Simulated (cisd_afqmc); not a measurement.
Input (AFQMC/CISD/def2-TZVPP; cisd_afqmc is a phaseless AFQMC code with CISD trial states that reads the integrals written by Ansatz):

Ansatz 0.2 input:
```python
import cisd_afqmc

open("ham.yaml", "w").write("""\
crystal:
  periodic: [false, false, false]
  atoms:
    - {symbol: Be, position_ang: [-0.00000000, -0.00000000, -1.39842396]}
    - {symbol: Cl, position_ang: [0.00000000, 0.00000000, 0.32904093]}
basis:
  gaussian:
    orbitals: def2-TZVPP
total_charge: 1
magnetization: {spin_polarized: false}
correlation: {method: ccsd, electrons: outside_noble_gas, hamiltonian_folder: ham}
""")
rep = cisd_afqmc.ansatz("ham.yaml")
e_ccsd = rep["correlation"]["coupled_cluster"]["energy"]["hartree"]
out = cisd_afqmc.run("ham", e_ccsd, trial="CISD", walkers=100, populations=8, threads=8, dt=0.005, steps=40, early=24, settle=10, least=32,
    cut=5e-5, rank_cut=2e-4, target=0.0004, seconds=1500, seed=1, memory=17280, gpu=False)
```

Output:

```
orbitals 55, occupied [4], factors 289 of 403, rank of the doubles 91 of 204
E(HF) = -473.864191
E(CCSD) on the cut factors = -474.087139, shift to the whole factors -0.000004
Energy of the trial state on the determinant = -474.087129
  tau behind 7.2 of longer steps, mean of the populations' last blocks
   2.0  -474.09748
   4.0  -474.09779
   6.0  -474.09842
   8.0  -474.09835
  10.0  -474.09870
blocks 606 (0 outliers left out), error by blocks joined: 1: 0.00016, 2: 0.00020, 4: 0.00026, 8: 0.00031, 16: 0.00040
E(AFQMC/CISD) = -474.09846 +/- 0.00040
```

The error still grows at the longest joins of blocks, or few joins were possible, so the printed bar may be too narrow.
